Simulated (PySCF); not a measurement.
Mg(NMe2)(SeH) (C₂H₇MgNSe), SMILES [N](C)(C)[Mg][SeH]. Geometry: PBE-D3(BJ)/def2-SVP. Other conformers were not sampled.

Give the equilibrium geometry at PBE-D3(BJ)/def2-SVP (PySCF confirms it by a frequency run) as Cartesian coordinates in Å, and its point group. (The exact figures need the calculation; the answer reports its results.)

This is not unique; one that fits is point group Cs.
```xyz
12

Mg    -0.2977     0.0022     0.0000
N     -2.2160     0.0032     0.0000
C     -3.0294    -0.0014    -1.1967
C     -3.0294    -0.0014     1.1967
H     -3.6971    -0.9002    -1.2621
H     -3.7063     0.8903    -1.2612
H     -2.4060     0.0023    -2.1180
H     -3.7063     0.8903     1.2612
H     -3.6971    -0.9002     1.2621
H     -2.4060     0.0023     2.1180
Se     2.1444     0.0420     0.0000
H      2.1481    -1.4460     0.0000
```
